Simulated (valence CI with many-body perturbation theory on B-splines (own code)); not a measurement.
# From CI to CI+MBPT in Pd7+

Calculated by valence CI with perturbative core correlation (CI+MBPT): three valence electrons over a frozen Dirac-Fock core [Kr], a basis of 9 s, 9 p, 10 d, 8 f, 5 g, 3 h, 1 i functions for each j, with the one-electron correlation potential Σ1, the two-electron term Σ2, the three-electron term Σ3, Breit, model QED; selected CI, second order for the rest, scaled by the run's own slope (own B-spline code, finite nucleus).

No measured spectrum was set against this ion. As an estimate, terms of the open shell hold to 2 to 4 % of their energy, and close levels can change places; different configurations can be misplaced against each other by 1,000 to 8,000 cm⁻¹. Core correlation moves these levels by up to 15000 cm⁻¹, and in measured spectra 5 to 20 % of such shifts remained as error; rates that hang on mixing are uncertain with them. The list stops below the first excitations out of the core.

Each rung adds one term. CI alone is the Dirac-Coulomb CI over the frozen core; QED comes last and gives the full result, which names the levels. Energies are above 4d3 4F_3/2 on the same rung, in cm⁻¹.

Names give the largest LS component (configuration and term), which can be under half, so a name can repeat, a term be missing and a line seem to break the LS rules; names also repeat where a configuration has a term twice. Letters in brackets count levels of one name in rising energy.

| Level | CI alone |
| --- | --- |
| 4d3 4F_5/2 | 2370 |
| 4d3 4F_7/2 | 5106 |
| 4d3 4F_9/2 | 7937 |
| 4d3 4P_3/2 | 16849 |
| 4d3 4P_1/2 | 17491 |
| 4d3 2G_7/2 | 21017 |
| 4d3 2G_9/2 | 22384 |
| 4d3 4P_5/2 | 21158 |
| 4d3 2D_3/2 [a] | 24591 |
| 4d3 2P_1/2 | 25521 |
| 4d3 2H_11/2 | 30018 |
| 4d3 2H_9/2 | 29988 |
| 4d3 2D_5/2 [a] | 30258 |
| 4d3 2P_3/2 | 31884 |
| 4d3 2F_7/2 | 42948 |
| 4d3 2F_5/2 | 43511 |

What do these energies become with core correlation, Breit and QED?

4d3 4F_5/2 2471 (+101); 4d3 4F_7/2 5281 (+175); 4d3 4F_9/2 8125 (+189); 4d3 4P_3/2 16718 (-131); 4d3 4P_1/2 17213 (-277); 4d3 2G_7/2 19805 (-1212); 4d3 2G_9/2 20781 (-1603); 4d3 4P_5/2 20935 (-224); 4d3 2D_3/2 [a] 25015 (+424); 4d3 2P_1/2 26408 (+887); 4d3 2H_11/2 27646 (-2371); 4d3 2H_9/2 28199 (-1789); 4d3 2D_5/2 [a] 30446 (+187); 4d3 2P_3/2 32984 (+1100); 4d3 2F_7/2 40829 (-2119); 4d3 2F_5/2 41422 (-2089).

How does the ionisation energy move along the ladder, and which term matters most?

CI alone 118.42, + Σ1 120.19, + Σ2 121.21, + Σ3 121.21, + Breit 121.20, + QED 121.21 eV. The largest step is Σ1, 1.77 eV. NIST lists 120 ± 2.1 eV (theoretical).
